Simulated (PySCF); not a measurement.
Calcium: a sound run and one with changed settings

Sound run: Ca+ [Ar] 4s1, Ca(2+) [Ar]. Calculation: PySCF 2.14, in x2c-SVPall; scalar relativity by spin-free X2C-1e. The sound run starts from symmetry-adapted Hartree-Fock orbitals and uses a fine grid where one is needed.

A second run was set up differently.

```
species  method  sound run (hartree)  changed run (hartree)  converged
    Ca+     UHF           -679.33084             -679.24227         no
    Ca+  r2SCAN           -680.07958             -680.07891         no
    Ca+    BP86           -680.18760             -680.15220         no
 Ca(2+)     UHF           -678.91527             -678.91520         no
 Ca(2+)  r2SCAN           -679.65093             -679.65092         no
 Ca(2+)    BP86           -679.74755             -679.74754         no
```

Problem. What was changed?
A. a valence shell is frozen
B. all electrons correlated in a valence basis
C. too few SCF iterations
D. radial grid too coarse

Solution. C. It used initial guess 1e, at most 2 SCF cycles. The SCF was stopped early; the energies are upper bounds that still move, and correlated levels were skipped or rest on poor orbitals.
